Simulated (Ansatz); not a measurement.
Abridged output of a molecular run in Ansatz:

```
Functional definition: HF
1488 factors; integrals over basis functions are off by at most 1.2e-3 eV
mean field evaluation 1: about -17260.7896 eV, gradient 5.7e1 eV
mean field evaluation 2: about -17261.0524 eV, gradient 5.8e1 eV
mean field evaluation 4: about -17267.7531 eV, gradient 5.6e0 eV
mean field evaluation 8: about -17267.8762 eV, gradient 6.2e-1 eV
mean field -17267.87759442 eV, -634.5827970071 hartree, gradient 3.1e-6 eV, S^2 0.000000; 0 other end points of the search recorded, 0 dependent functions left out
11 core orbitals not correlated: weight in the atoms' cores, before any rotation towards them, 1.000 or more for the frozen orbitals, at most 0.000 for the correlated occupied ones
reference -17267.87759442 eV, -634.5827970071 hartree; 17, 17 occupied and 196, 196 virtual orbitals, 1488 factors
second order -24.62148185 eV of doubles, -0.00000000 eV of singles
cycle   1  -24.18740878 eV  change    4.3e-1 eV  update   1.4e-1
cycle   2  -24.85067649 eV  change   -6.6e-1 eV  update   4.9e-2
cycle   3  -25.04340605 eV  change   -1.9e-1 eV  update   2.7e-2
cycle   4  -25.03387913 eV  change    9.5e-3 eV  update   8.0e-3
cycle   5  -25.02622676 eV  change    7.7e-3 eV  update   4.0e-3
cycle   6  -25.02815556 eV  change   -1.9e-3 eV  update   1.6e-3
cycle   7  -25.02810279 eV  change    5.3e-5 eV  update   7.2e-4
cycle   8  -25.02779316 eV  change    3.1e-4 eV  update   2.5e-4
cycle   9  -25.02789004 eV  change   -9.7e-5 eV  update   1.1e-4
cycle  10  -25.02792508 eV  change   -3.5e-5 eV  update   4.3e-5
cycle  11  -25.02788013 eV  change    4.5e-5 eV  update   1.9e-5
cycle  12  -25.02790082 eV  change   -2.1e-5 eV  update   8.8e-6
perturbative correction -0.97239447 eV, -0.0357348378 hartree
Total energy: -17293.87788971 eV, -635.5382902354 hartree
```

Its atoms:

Cartesian coordinates in Å:
```
N 1.7988 1.1061 -0.1181
Sn 0.6162 -0.4800 -0.4645
O -0.8446 -0.6644 1.1505
Si -1.8212 -0.4347 -0.1038
H 2.4853 0.9889 0.6144
H 1.3300 1.9924 0.0024
H 1.6582 -1.8138 -0.2345
H -2.6727 -1.5479 -0.5988
H -2.5500 0.8536 -0.2475
```

(1) Which basis set was used?
A. def2-TZVPP
B. cc-pV(Q+d)Z
C. def2-SVP
D. def2-QZVPP

(2) Write the keys of the input that set method, charge and spin (a neutral closed shell needs none for the last two).

## Answers

(1) A. It gives 224 functions.

(2) 
```yaml
correlation: {method: ccsd_t}
```
